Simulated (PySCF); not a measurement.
C4H4F2O2, SMILES O=C1COC(F)(F)C1. Atoms are numbered in the order given.

```xyz
12

O     -2.3900    -0.9294     0.6098
C     -1.3579    -0.4749     0.1950
C     -1.1796     0.8951    -0.4605
O      0.1906     0.9730    -0.8286
C      0.9188     0.0789    -0.0764
F      1.3030     0.6666     1.0963
F      2.0400    -0.2116    -0.7501
C      0.0239    -1.1115     0.2098
H     -1.8090     0.9982    -1.3586
H     -1.4576     1.6909     0.2558
H      0.2465    -1.6270     1.1530
H      0.0974    -1.8315    -0.6226
```
Charge 0, spin multiplicity 1.

Geometry optimised at r2SCAN-D4/def2-SVP. Other conformers were not sampled.

Vertical ionisation energy (IE) and electron affinity (EA) in eV. Rows of orbital energies are one-electron estimates. Where ΔSCF, EOM or ADC give a negative EA the extra electron is unbound and the value depends on the basis.

```csv
level,IE,EA
"−ε(HOMO), −ε(LUMO), ωB97X/def2-TZVP (PySCF)",10.43,-0.93
"−ε(HOMO), −ε(LUMO), PBE/def2-TZVP (PySCF)",6.38,2.53
```
